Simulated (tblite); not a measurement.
C5H7OS (doublet state).
Bonds: O1–C2, C2–C3, C3–C4 (double), C4–C5, C5–C6, C6–S7, C3–S7. Hydrogens: H8 on O1; H9, H10 on C2; H11 on C4; H12, H13 on C5; H14 on C6.

The geometry is computed with GFN2-xTB (gas phase). This method treats the open shell by occupation alone, without spin polarisation.

Problem. Give the optimised bond lengths and angles.

Solution. 
```tsv
bond	length (Å)
O1–C2	1.407
C2–C3	1.497
C3=C4	1.332
C4–C5	1.492
C5–C6	1.483
C6–S7	1.707
C3–S7	1.767
O1–H8	0.965
C2–H9, C2–H10	1.097
C4–H11	1.076
C5–H12, C5–H13	1.102
C6–H14	1.068
```

Bonds in one row agree within 0.01 Å and their mean is given. A selection of angles:
```tsv
angle	degrees
C2–O1–H8	108.6
O1–C2–C3	112.8
O1–C2–H9	105.9
O1–C2–H10	110.4
C3–C2–H9	109.6
H9–C2–H10	108.8
C2–C3–C4	128.9
C2–C3–S7	118.5
C4–C3–S7	112.5
C3–C4–C5	116.0
C3–C4–H11	123.2
C5–C4–H11	120.8
C4–C5–C6	105.8
C4–C5–H12	110.8
C6–C5–H12	111.9
H12–C5–H13	105.6
C5–C6–S7	114.1
C5–C6–H14	126.0
S7–C6–H14	119.9
C3–S7–C6	91.6
```

Torsions: O1–C2–C3–C4 -112° (anticlinal); C2–C3–C4–C5 179° (antiperiplanar); C3–C4–C5–C6 0° (synperiplanar); C4–C5–C6–S7 0° (synperiplanar); C5–C6–S7–C3 0° (synperiplanar); C2–C3–S7–C6 -179° (antiperiplanar); H8–O1–C2–C3 -56° (synclinal). The mirror-image conformer, all signs reversed, is as good.

C3 (carbon bonded to 2 C and S) is planar (angles 128.9°, 118.5° and 112.5°, sum 360.0°, 0.01 Å off the plane of its three neighbours). C6 (carbon bonded to C, S and H) is planar (angles 126.0°, 119.9° and 114.1°, sum 360.0°, 0.01 Å off the plane of its three neighbours). Of the pairs four or more bonds apart, S7···H8 is among the closest relative to their van der Waals radii: 2.86 Å, 95 % of the sum of Bondi's values. The 5-membered ring C3–C4–C5–C6–S7 has internal angles of 91.6° to 116.0° (sum 540°, against 540° for a flat polygon); it is planar, 0.00 Å rms from its mean plane, widest ring torsion 0°. C4 (carbon bonded to 2 C and H) is planar (angles 123.2°, 120.8° and 116.0°, sum 360.0°, 0.00 Å off the plane of its three neighbours). The 2 C–S bonds span 1.707 Å (C6–S7, drawn single) to 1.767 Å (C3–S7, drawn single), a spread of 0.060 Å. The C–C distances run from 1.332 Å (C3=C4, drawn double) to 1.497 Å (C2–C3, drawn single), a spread of 0.165 Å.

Point group: C1 (no symmetry element, even within 0.4 Å). Its GFN2-xTB frequencies are all real (lowest 47 cm⁻¹). Torsions: H–O1–C2–C3 -56°, O1–C2–C3–C4 -112°.
